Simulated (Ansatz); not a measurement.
Name a neutral molecule of C, N, Si, Sn and H with HOMO–LUMO gap (PBE0/def2-TZVPP) between 5.10 and 5.40 eV and HOMO–LUMO gap (B3LYP/def2-TZVPP) between 4.45 and 4.75 eV (Ansatz, PBE0-D4/def2-TZVP geometry).

`[SiH3]/N=[CH]\[SnH3]` (5.13 eV, 4.72 eV). Other molecules can fit too; these were computed, each in one conformer that needn't be the lowest.

B3LYP here is the variant with VWN-RPA as its local correlation; programs differ in this.
